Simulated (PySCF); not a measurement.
Spinor energies of Se (selenium, neutral)

Start: [Ar] 3d10 4s2 4p4; 4p1/2 filled at m_j = -1/2, +1/2; 4p3/2 filled at m_j = +1/2, +3/2. Calculated with PySCF 2.14 in x2c-TZVPall-2c with one added diffuse shell each of s, p, d type (7s8p5d1f, 63 functions): generalised Hartree-Fock with the X2C-1e Hamiltonian and a Gaussian nucleus; one run each with spin-orbit coupling (SO) switched off, then screened by Boettger's factors.

```json
{"spinor shell": "1s1/2", "electrons": "2", "ε, spin-free (eV)": "-12737.5", "ε, screened SO (eV)": "-12737.1", "weight of nominal j (screened SO)": "1.000", "rms radius, screened SO (bohr)": "0.0508"}
{"spinor shell": "2s1/2", "electrons": "2", "ε, spin-free (eV)": "-1696.4", "ε, screened SO (eV)": "-1696.3", "weight of nominal j (screened SO)": "1.000", "rms radius, screened SO (bohr)": "0.212"}
{"spinor shell": "2p1/2", "electrons": "2", "ε, spin-free (eV)": "-1487.0", "ε, screened SO (eV)": "-1515.6", "weight of nominal j (screened SO)": "1.000", "rms radius, screened SO (bohr)": "0.187"}
{"spinor shell": "2p3/2", "electrons": "4", "ε, spin-free (eV)": "-1487.0", "ε, screened SO (eV)": "-1473.2", "weight of nominal j (screened SO)": "1.000", "rms radius, screened SO (bohr)": "0.190"}
{"spinor shell": "3s1/2", "electrons": "2", "ε, spin-free (eV)": "-250.75", "ε, screened SO (eV)": "-250.68", "weight of nominal j (screened SO)": "1.000", "rms radius, screened SO (bohr)": "0.612"}
{"spinor shell": "3p1/2", "electrons": "2", "ε, spin-free (eV)": "-182.92", "ε, screened SO (eV)": "-187.21", "weight of nominal j (screened SO)": "0.999", "rms radius, screened SO (bohr)": "0.629"}
{"spinor shell": "3p3/2", "electrons": "4", "ε, spin-free (eV)": "-182.92", "ε, screened SO (eV)": "-180.77", "weight of nominal j (screened SO)": "1.000", "rms radius, screened SO (bohr)": "0.639"}
{"spinor shell": "3d3/2", "electrons": "4", "ε, spin-free (eV)": "-70.614", "ε, screened SO (eV)": "-71.147", "weight of nominal j (screened SO)": "0.985", "rms radius, screened SO (bohr)": "0.695"}
{"spinor shell": "3d5/2", "electrons": "6", "ε, spin-free (eV)": "-70.614", "ε, screened SO (eV)": "-70.144", "weight of nominal j (screened SO)": "0.990", "rms radius, screened SO (bohr)": "0.697"}
{"spinor shell": "4s1/2", "electrons": "2", "ε, spin-free (eV)": "-23.415", "ε, screened SO (eV)": "-23.384", "weight of nominal j (screened SO)": "0.999", "rms radius, screened SO (bohr)": "1.97"}
{"spinor shell": "4p3/2", "electrons": "2", "ε, spin-free (eV)": "-10.996", "ε, screened SO (eV)": "-11.610", "weight of nominal j (screened SO)": "0.819", "rms radius, screened SO (bohr)": "2.46"}
{"spinor shell": "4p1/2", "electrons": "2", "ε, spin-free (eV)": "-10.996", "ε, screened SO (eV)": "-10.402", "weight of nominal j (screened SO)": "0.709", "rms radius, screened SO (bohr)": "2.51"}
```

```csv
quantity,spin-free,screened SO
E (hartree),-2428.00262,-2428.12310
M_J,2,2
⟨J²⟩,6.015,6.020
⟨L²⟩,2.009,2.077
⟨S²⟩,2.006,1.975
```

Each row is a mean over spinors that exchange with the open shell spreads, by up to 5.217 eV (4s1/2).

Rows whose weight is well below 1 are mixtures of j = l ± 1/2: exchange outweighs spin-orbit coupling there, and the label is only the starting occupation.

Without spin-orbit coupling the j labels of p, d and f shells carry no meaning; the spin-free column gives the mean over the occupied spinors of each nl shell.
